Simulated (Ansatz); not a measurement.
Relaxation of (HBe-mu-F)2 (Be2H2F2) with RKS PBE-D4/def2-TZVP.

```sh
$ ansatz run in.yaml --threads 4 --pin off --events-out ev --progress --plain --max-ram 3916MiB
```

```yaml
crystal:
  periodic: [false, false, false]
  atoms:
    - {symbol: Be, position_ang: [0.765320, 0.271580, -0.708070]}
    - {symbol: H, position_ang: [1.671180, 0.592080, -1.547800]}
    - {symbol: F, position_ang: [-0.490990, -0.628020, -0.771430]}
    - {symbol: Be, position_ang: [-0.764440, -0.272490, 0.708840]}
    - {symbol: H, position_ang: [-1.671850, -0.593170, 1.546870]}
    - {symbol: F, position_ang: [0.490770, 0.630020, 0.771600]}
basis:
  gaussian: {orbitals: def2-TZVP}
hamiltonian: {xc: pbe, dispersion: d4}
scf: {lower_state_search: "off"}
output: {orbitals: {seedname: orbitals}}
relax: {f_tol: 0.02, max_steps: 100}
```

Run time 2 s (4 threads of Arm Neoverse V2 on a shared host).

Positions (Å) and forces (eV/Å) at steps 1, 2, 3, 4 of 4:

```xyz
6
step=1 energy=-6268.8410 eV
Be    0.765    0.272   -0.708   -0.196   -0.063    0.183
H     1.671    0.592   -1.548    0.757    0.268   -0.699
F    -0.491   -0.628   -0.771   -0.272   -0.353   -0.424
Be   -0.764   -0.272    0.709    0.196    0.079   -0.183
H    -1.672   -0.593    1.547   -0.754   -0.270    0.700
F     0.491    0.630    0.772    0.269    0.339    0.423
6
step=2 energy=-6268.9177 eV
Be    0.773    0.276   -0.716    0.125    0.030   -0.101
H     1.709    0.606   -1.583    0.228    0.086   -0.214
F    -0.491   -0.633   -0.774   -0.183   -0.217   -0.278
Be   -0.774   -0.273    0.716   -0.104   -0.050    0.111
H    -1.710   -0.606    1.582   -0.232   -0.078    0.212
F     0.494    0.630    0.775    0.166    0.230    0.270
6
step=3 energy=-6268.9368 eV
Be    0.791    0.281   -0.732   -0.070   -0.025    0.065
H     1.739    0.617   -1.610    0.035    0.013   -0.033
F    -0.495   -0.634   -0.778   -0.038   -0.048   -0.060
Be   -0.791   -0.280    0.732    0.070    0.024   -0.065
H    -1.739   -0.617    1.610   -0.035   -0.012    0.033
F     0.495    0.634    0.778    0.038    0.049    0.059
6
step=4 energy=-6268.9375 eV
Be    0.788    0.279   -0.729   -0.008    0.000    0.006
H     1.738    0.617   -1.609    0.007    0.002   -0.005
F    -0.497   -0.637   -0.781    0.004    0.002    0.005
Be   -0.788   -0.280    0.729    0.005    0.004   -0.007
H    -1.738   -0.617    1.609   -0.006   -0.003    0.006
F     0.497    0.637    0.781   -0.002   -0.005   -0.004
```
